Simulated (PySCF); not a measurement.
`Cc1ccccn1`. Computed geometry: GFN2-xTB, gas phase.

```
atom  x, y, z in Å
C1     2.1928   -0.2702    0.1437
C2     0.7032   -0.1645    0.0417
C3     0.0673    1.0760    0.0248
C4    -1.3117    1.1196   -0.0665
C5    -2.0149   -0.0738   -0.1406
C6    -1.2922   -1.2548   -0.1190
N7     0.0258   -1.3018   -0.0298
H8     2.6663    0.2385   -0.6945
H9     2.5429    0.1972    1.0627
H10    2.4822   -1.3166    0.1398
H11    0.6499    1.9835    0.0837
H12   -1.8329    2.0666   -0.0803
H13   -3.0913   -0.0846   -0.2131
H14   -1.7881   -2.2156   -0.1748
```

(1) What is the longest distance between nuclei?

(2) Work out the bond lengths C1–H8, C1–H9, C3–C4, C5–C6, C6–H14 in Å.

(3) Give the dihedral angles H9–C1–C2–C3, N7–C2–C3–C4, H13–C5–C6–H14, H10–C1–C2–C3, C4–C5–C6–H14, N7–C2–C3–H11.

(4) What is the repulsion energy of the bare nuclei, Σ ZA·ZB/RAB?

(5) What are the angles C2–C1–H10, H9–C1–H10, C1–C2–N7, C4–C5–H13, C6–C5–H13, C2–N7–C6?

(6) How far apart are these pairs, which share no bond: C2···H11, C4···N7, C5···H9, H10···H12?

(7) Where is the centre of mass (commonest isotopes), and what is the radius of gyration?

(8) How far are the heavy atoms from their best plane (unweighted least squares)?

(9) Write the matrix of distances between heavy atoms (Å, lower triangle).

## Answers

(1) H8···H13 and H9···H13, 5.787 Å down to 5.784 Å.

(2) For C1–H8 the difference vector is (0.4735, 0.5087, -0.8382) Å, of length 1.0888 Å. C1–H8 1.089; C1–H9 1.089; C3–C4 1.383; C5–C6 1.385; C6–H14 1.083 Å.

(3) H9–C1–C2–C3 60° (synclinal); N7–C2–C3–C4 0° (synperiplanar); H13–C5–C6–H14 0° (synperiplanar); H10–C1–C2–C3 180° (antiperiplanar); C4–C5–C6–H14 180° (antiperiplanar); N7–C2–C3–H11 180° (antiperiplanar). Dihedral signs follow IUPAC: positive where, seen along the central bond, the front bond turns clockwise onto the rear one.

(4) 274.56 Eh over 91 pairs, with full nuclear charges and distances in bohr; the largest single term is 16.81 Eh (C6 with N7).

(5) From the scalar product of the two bond vectors; for C2–C1–H10 it is -0.5413 Å² over 1.4968 × 1.0857 Å², cos θ = -0.3331. C2–C1–H10 109.5°; H9–C1–H10 109.3°; C1–C2–N7 116.8°; C4–C5–H13 121.2°; C6–C5–H13 120.9°; C2–N7–C6 118.9°.

(6) C2···H11 2.149 Å (2 bonds apart); C4···N7 2.766 Å (3 bonds apart); C5···H9 4.722 Å (5 bonds apart); H10···H12 5.488 Å (5 bonds apart).

(7) Mass 93.058 u; centre at (-0.192, -0.131, -0.018) Å; Rg = √(Σ m r²/M) = 1.719 Å. As Ia + Ib + Ic = 2 Σ m r², the three principal moments sum to 550.0 u·Å².

(8) 0.001 Å rms; none is more than 0.002 Å off.

(9) 
```
C1    0.000
C2    1.497  0.000
C3    2.519  1.394  0.000
C4    3.776  2.392  1.383  0.000
C5    4.222  2.726  2.384  1.387  0.000
C6    3.631  2.280  2.702  2.375  1.385  0.000
N7    2.406  1.326  2.379  2.766  2.384  1.322  0.000
```

The point group is Cs within 0.08 Å; differences among equivalent distances and angles are scatter left by the optimiser. No GFN2-xTB frequencies stand behind this structure, so it isn't proved a minimum.
